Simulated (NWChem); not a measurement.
System: C3H4Cl2; SMILES C1C(Cl)(C1)Cl

```xyz
9

Cl    -1.4668     0.0000     0.7566
C      0.0000     0.0000    -0.2132
Cl     1.4668     0.0000     0.7566
C      0.0000    -0.7554    -1.4976
C      0.0000     0.7554    -1.4976
H      0.9235    -1.2736    -1.7675
H     -0.9235    -1.2736    -1.7675
H      0.9235     1.2736    -1.7675
H     -0.9235     1.2736    -1.7675
```
Atoms are numbered in this order, from 1.

Coordinates come from a PBE0/def2-SVP optimisation.

### Question
Give the principal values of the shielding tensors (ppm) of Cl1, C2, C4 from Hartree-Fock/6-31G* (spherical d), GIAO (NWChem), with their diamagnetic and paramagnetic parts as GIAO splits them.

### Answer
```json
[
 {"atom": "Cl1", "σ11": "478.5", "σ22": "760.8", "σ33": "1095.6", "isotropic": "778.3", "diamagnetic": "1145.5", "paramagnetic": "-367.2"},
 {"atom": "C2", "σ11": "116.1", "σ22": "133.0", "σ33": "200.4", "isotropic": "149.8", "diamagnetic": "252.3", "paramagnetic": "-102.5"},
 {"atom": "C4", "σ11": "137.3", "σ22": "190.9", "σ33": "212.4", "isotropic": "180.2", "diamagnetic": "249.7", "paramagnetic": "-69.5"}
]
```
